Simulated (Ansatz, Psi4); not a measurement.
The Psi4 input:
```
memory 2 GB

molecule mol {
-1 1
  C    -0.190241    0.130603    1.423309
  C    -0.004990    0.116648    0.059086
  H    -0.287449    1.056326    1.975773
  H    -0.207554   -0.779681    2.011697
  C     0.086767    1.204930   -0.780612
  H     0.177322    1.091179   -1.855013
  H    -0.032235    2.217556   -0.417331
  C     0.103564   -1.248710   -0.600348
  H     0.366004   -2.021010    0.126191
  H    -0.848143   -1.536620   -1.061734
  H     0.861453   -1.248571   -1.388200
}

set basis def2-svp
set reference rhf
set freeze_core true
set mp2_type conv
set scf_type pk
set puream true
set d_convergence 1e-8

energy('mp2')
print_variables()
```

Task: Write the same job for Ansatz (a quantum-chemistry and plane-wave program).

Result: One answer among several that fit: 
Ansatz 0.2 input:
```yaml
crystal:
  periodic: [false, false, false]
  atoms:
    - {symbol: C, position_ang: [-0.19024082, 0.13060277, 1.42330928]}
    - {symbol: C, position_ang: [-0.00498966, 0.11664803, 0.05908609]}
    - {symbol: H, position_ang: [-0.28744948, 1.05632604, 1.97577308]}
    - {symbol: H, position_ang: [-0.20755370, -0.77968074, 2.01169741]}
    - {symbol: C, position_ang: [0.08676696, 1.20492954, -0.78061181]}
    - {symbol: H, position_ang: [0.17732246, 1.09117949, -1.85501323]}
    - {symbol: H, position_ang: [-0.03223483, 2.21755638, -0.41733078]}
    - {symbol: C, position_ang: [0.10356375, -1.24871026, -0.60034753]}
    - {symbol: H, position_ang: [0.36600386, -2.02101005, 0.12619141]}
    - {symbol: H, position_ang: [-0.84814294, -1.53662037, -1.06173446]}
    - {symbol: H, position_ang: [0.86145311, -1.24857125, -1.38819972]}
basis:
  gaussian:
    orbitals: def2-SVP
total_charge: -1
magnetization: {spin_polarized: false}
correlation: {method: mp2, electrons: outside_noble_gas}
accuracy: high
```

Both were run: Psi4 gave -155.899571 Eh and Ansatz -155.899571 Eh, 0.000 mEh apart.
